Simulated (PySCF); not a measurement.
**Basis and Hamiltonian dependence of the excitation energy of Bi**

Bi [Xe] 4f14 5d10 6s2 6p3 (4S) → Bi [Xe] 4f14 5d10 6s1 6p4, s spin flipped. Calculated with PySCF 2.14 from differences of total energies of unrestricted determinants, without spin-orbit coupling. Values in eV.

```tsv
basis	Hamiltonian	functions	UHF	r2SCAN	PBE0	MP2 (valence)
aug-cc-pwCVDZ-PP with ECP60MDF	ECP	48	13.227	11.604	11.622	12.171
x2c-TZVPPall	spin-free X2C	83	13.189	11.556	11.548	12.070
aug-cc-pVQZ-PP with ECP60MDF	ECP	92	13.155	11.542	11.567	11.960
x2c-TZVPPall with one added diffuse shell each of s, p, d, f type	spin-free X2C	99	13.151	11.546	11.539	12.021
aug-cc-pwCVTZ-DK3 with one added diffuse shell each of s, d, f type	spin-free X2C	138	13.124	n/a	n/a	n/a
```

Frozen in the all-electron rows: valence: [Xe] 4f14 5d10; with a core potential, the same shells as far as they lie outside it.

In the upper determinant the s electron has its spin opposite to the other open shell, which mixes two multiplicities. Spin-orbit coupling is strong in these open shells (close to jj coupling), so the scalar numbers refer to model states. The upper state lies above the first ionisation limit, where it may autoionise and the basis confines it.
